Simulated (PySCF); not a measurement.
Computed with B3LYP-D3(BJ)/def2-TZVP (PySCF). Gas-phase values, no solvent. B3LYP has the VWN-RPA correlation part, as in Gaussian. Excitations are Tamm–Dancoff values on a coarser integration grid. The basis has no diffuse functions, so Rydberg states are missing or too high.

Reference species (SMILES): `[F][Ga]([F])[F]` (neutral, multiplicity 1).

The LUMO is -2.88 eV and the S1 excitation (TDA) is 7.11 eV. The HOMO–LUMO gap is 8.58 eV.

Changed species: `[CH3][Ga]([CH3])[CH3]` (3 of 3 F replaced by CH3; the reference has 0 of 3 F replaced by CH3).

Problem. Give the shifts of the LUMO, S1 excitation (TDA) and HOMO–LUMO gap.

Solution. the LUMO rises by 2.05 eV, to -0.83 eV; the S1 excitation (TDA) falls by 1.93 eV, to 5.18 eV; the HOMO–LUMO gap falls by 2.23 eV, to 6.35 eV.
